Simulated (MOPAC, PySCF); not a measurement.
H5BS2Si, SMILES `SB(S)[SiH3]` (S–B–S–H torsion 180°, S–B–S–H torsion 180°), neutral singlet in the gas phase. 

Z-matrix (Å, degrees):
```
B
S 1 1.7985
H 2 1.3429 1 97.78
S 1 1.8008 2 115.78 3 179.85
H 4 1.3435 1 98.07 2 179.97
Si 1 2.0087 2 122.55 3 -0.49
H 6 1.4847 1 111.56 2 2.69
H 6 1.4851 7 108.63 3 -123.98
H 6 1.4852 7 108.51 8 -116.66
```
Charge 0, multiplicity 1.

All levels are single points at this geometry (B3LYP-D3(BJ)/def2-TZVP); Pople sets use spherical d functions. Orbital energies aren't observables, and empty levels follow the basis.

```csv
level,HOMO (eV),LUMO (eV),gap (eV),dipole (D),"vertical IE, Delta-SCF (eV)"
PBE-D3(BJ)/def2-TZVP in PySCF,-6.48,-2.37,4.11,0.81,9.37
TPSSh-D3(BJ)/def2-TZVP in PySCF,-7.00,-1.93,5.07,0.95,9.46
B3LYP/6-311+G** in PySCF,-7.39,-1.68,5.70,1.21,–
B3LYP/LANL2DZ in PySCF,-7.40,-1.45,5.95,2.11,–
BP86/6-31G* in PySCF,-6.47,-2.27,4.20,1.20,–
PBE/6-31G* in PySCF,-6.37,-2.20,4.18,1.21,9.34
SVWN5/6-31G* in PySCF,-6.46,-2.34,4.12,1.29,–
HF/3-21G in PySCF,-10.42,1.81,12.23,2.55,–
HF/6-31G* in PySCF,-10.18,2.06,12.25,1.71,9.89
HF/STO-3G in PySCF,-7.14,7.10,14.24,1.13,–
PM3 in MOPAC,-9.27,-0.27,8.99,2.46,–
PM6 in MOPAC,-9.19,-1.12,8.07,2.22,–
PM7 in MOPAC,-9.17,-1.91,7.26,2.11,–
```
